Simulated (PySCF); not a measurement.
Ligands exchanged one at a time, Al NH2-I. Gas-phase values, no solvent. Strings in code marks are SMILES.

The numbers are results of PBE-D3(BJ)/def2-TZVP // B3LYP-D3(BJ)/def2-TZVP in PySCF 2.14.0, not measurements. Excitations are Tamm–Dancoff values on a coarser integration grid. The basis has no diffuse functions, so Rydberg states are missing or too high.

```
species                                             HOMO–LUMO gap (eV)  S1 excitation (TDA) (eV)  S1 oscillator strength  dipole moment (D)  T1 excitation (TDA) (eV)
--------------------------------------------------  ------------------  ------------------------  ----------------------  -----------------  ------------------------
0 of 3 NH2 replaced by I                                          4.78                      4.87                   0.004               0.00                      4.64
1 of 3 NH2 replaced by I (`[Al]([I])([NH2])[NH2]`)                4.73                      4.81                       ?                  ?                         ?
2 of 3 NH2 replaced by I (`[NH2][Al]([I])[I]`)                    4.50                      4.58                   0.000               1.99                      4.36
3 of 3 NH2 replaced by I (`[I][Al]([I])[I]`)                      3.87                      4.00                       ?               0.00                         ?
```

Q: Complete the blanks.

A: 
- 1 of 3 NH2 replaced by I (`[Al]([I])([NH2])[NH2]`), S1 oscillator strength: 0.000
- 1 of 3 NH2 replaced by I (`[Al]([I])([NH2])[NH2]`), dipole moment (D): 2.48
- 1 of 3 NH2 replaced by I (`[Al]([I])([NH2])[NH2]`), T1 excitation (TDA) (eV): 4.56
- 3 of 3 NH2 replaced by I (`[I][Al]([I])[I]`), S1 oscillator strength: 0.000
- 3 of 3 NH2 replaced by I (`[I][Al]([I])[I]`), T1 excitation (TDA) (eV): 3.76
